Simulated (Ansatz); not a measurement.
Ansatz results at the PBE0-D4/def2-TZVP geometry: HOMO energy (PBE0/def2-TZVPP) -7.61 eV; size of the dipole moment (B3LYP/def2-TZVPP) 1.22 D; HOMO energy (PBE/def2-TZVPP) -6.17 eV.

Each molecule was computed in one conformer, which needn't be the lowest.

Question: Which molecule gave them?
A. `[SiH3][N]([SiH3])[InH2]`
B. `[SiH3][O][In]([O][SiH3])[O][SiH3]`
C. `C[O][In]([O][SiH3])[N](C)C`
D. `C[O][In]([SH])[SH]`

Answer: D. The others give `C[O][In]([O][SiH3])[N](C)C`: -6.41, 1.76, -5.16; `[SiH3][N]([SiH3])[InH2]`: -7.44, 1.78, -6.24; `[SiH3][O][In]([O][SiH3])[O][SiH3]`: -8.57, 0.15, -7.18.

B3LYP here is the variant with VWN-RPA as its local correlation; programs differ in this.
